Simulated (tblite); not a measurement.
Compound: C₃H₅F₃SSi.
Bonds: C1–C2 (double), C2–S3, S3–Si4, Si4–C5, C5–F6, C5–F7, C5–F8. Hydrogens: H9, H10 on C1; H11 on C2; H12, H13 on Si4.

Structure optimised with GFN2-xTB, isolated species.

(1) What internal coordinates does the optimisation give?

Answers

(1) 
```json
{"bond": "C1=C2", "length (Å)": "1.319"}
{"bond": "C2–S3", "length (Å)": "1.774"}
{"bond": "S3–Si4", "length (Å)": "2.124"}
{"bond": "Si4–C5", "length (Å)": "1.934"}
{"bond": "C5–F6, C5–F7, C5–F8", "length (Å)": "1.346"}
{"bond": "C1–H9", "length (Å)": "1.076"}
{"bond": "C1–H10", "length (Å)": "1.076"}
{"bond": "C2–H11", "length (Å)": "1.077"}
{"bond": "Si4–H12, Si4–H13", "length (Å)": "1.458"}
```

Bonds in one row agree within 0.01 Å and their mean is given. A selection of angles:
```json
{"angle": "C1–C2–S3", "degrees": "122.2"}
{"angle": "C2–S3–Si4", "degrees": "99.9"}
{"angle": "S3–Si4–C5", "degrees": "105.8"}
{"angle": "Si4–C5–F6", "degrees": "110.1"}
{"angle": "Si4–C5–F7", "degrees": "113.7"}
{"angle": "F6–C5–F7", "degrees": "106.0"}
{"angle": "F7–C5–F8", "degrees": "106.7"}
```

Torsions: C1–C2–S3–Si4 180° (antiperiplanar); C2–S3–Si4–C5 180° (antiperiplanar); S3–Si4–C5–F6 180° (antiperiplanar).

S3 (sulfur bonded to C and Si) is bent (angle 99.9°). Si4 (SiH2 silicon) is distorted tetrahedral (angles from 105.5° to 113.4°).

Point group: Cs (every atom within 0.08 Å of its image). Its GFN2-xTB frequencies are all real (lowest 26 cm⁻¹). One conformer, not necessarily the lowest.

The numbers are calculated, not measured.
